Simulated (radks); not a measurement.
The numbers below are computed, except where a source is named.
Eu3+, configuration [Xe] 4f6 (the NIST ground configuration). Code: a radial shooting solver on a logarithmic mesh with Libxc functionals. Model: Dirac Kohn-Sham, exchange-only PBE, spin-unpolarised, spherical densities, finite nucleus; open shells are shared between the two j in proportion to 2j + 1; Fermi nuclear charge, rms radius 5.1115 fm.

Normalised radial functions P(r) = r R(r) (large component), r in bohr:

```
   r/bohr * 5p1/2 (the largest magnitude, 0.945, reaches the edge; | marks zero)
 0.002783                             *
 0.003214                             *
 0.003683                             *
 0.004253                             |*
 0.004873                             |*
 0.005582                             |*
 0.006447                             |*
 0.007386                             |*
 0.008462                             |*
 0.009773                             | *
   0.0112                             | *
  0.01293                             | *
  0.01481                             |  *
  0.01697                             |  *
   0.0196                             |   *
  0.02246                             |   *
  0.02594                             |    *
  0.02971                             |     *
  0.03404                             |     *
  0.03932                             |     *
  0.04504                             |      *
   0.0516                             |     *
   0.0596                             |     *
  0.06828                             |   *
  0.07885                             |  *
  0.09034                             *
   0.1035                           * |
   0.1195                        *    |
   0.1369                      *      |
   0.1569                    *        |
   0.1812                    *        |
   0.2076                     *       |
   0.2398                        *    |
   0.2747                             *
   0.3147                             |    *
   0.3634                             |         *
   0.4164                             |            *
   0.4809                             |             *
   0.5509                             |          *
   0.6312                             |    *
    0.729                          *  |
   0.8351                 *           |
   0.9568          *                  |
    1.105    *                        |
    1.266  *                          |
    1.462   *                         |
    1.675     *                       |
    1.919          *                  |
    2.216               *             |
    2.539                    *        |
    2.909                       *     |
     3.36                          *  |
    3.849                            *|
    4.445                            *|
    5.093                             *
```

5p1/2: eigenvalue -52.568 eV, 3 radial nodes at r = 0.0919, 0.274, 0.692 bohr, <r> = 1.50 bohr, 90 % of the charge inside 2.19 bohr.
